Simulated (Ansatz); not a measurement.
Gas-phase electronic energies from Ansatz, PBE0-D4/def2-TZVP geometries. CCSD(T)/CBS is the MP2 limit (def2-TZVPP, def2-QZVPP) plus CCSD(T) − MP2 in def2-TZVPP, frozen cores. This one scheme is used for every species. DFT in def2-TZVPP. Each species was taken in one conformer, which may not be the lowest.

Consider the ligand exchange at the Si–O bond: `N[Si@H](F)O[Si@@H](N)O` + H₂S → `N[SiH](F)S` + `N[SiH](O)O`.

| level | ΔE (kcal/mol) | difference from CCSD(T)/CBS |
| --- | --- | --- |
| PBE-D4 | 13.2 | -4.1 |
| r2SCAN-D4 | 16.3 | -1.0 |
| ωB97M-V | 17.0 | -0.3 |
| r2SCAN | 15.9 | -1.4 |
| PBE0 | 14.1 | -3.2 |
| MP2/def2-TZVPP | 16.9 | -0.4 |
| HF/def2-QZVPP | 21.9 | 4.6 |
| HF/CBS(def2) | 22.0 | 4.7 |
| MP2/CBS(def2) | 16.2 | -1.1 |
| CCSD/CBS(def2) | 18.0 | 0.7 |
| CCSD(T)/CBS | 17.3 | 0 |

Largest T1 diagnostic among the species: 0.011.

From PBE to PBE0 (25 % exact exchange), in def2-TZVPP and without D4, ΔE moves by +1.7 kcal/mol. The D4 term adds +1.2 kcal/mol with B3LYP and +0.8 kcal/mol with PBE0; it sums over pairs of atoms, weighted by their polarisabilities, and B3LYP, whose exchange is more repulsive, gets the larger term. In def2-TZVPP, CCSD(T) changes the Hartree–Fock value by −3.4 kcal/mol (the triples alone add −0.8 kcal/mol) and MP2 by −4.4 kcal/mol.

B3LYP here is the variant with VWN-RPA as its local correlation; programs differ in this.
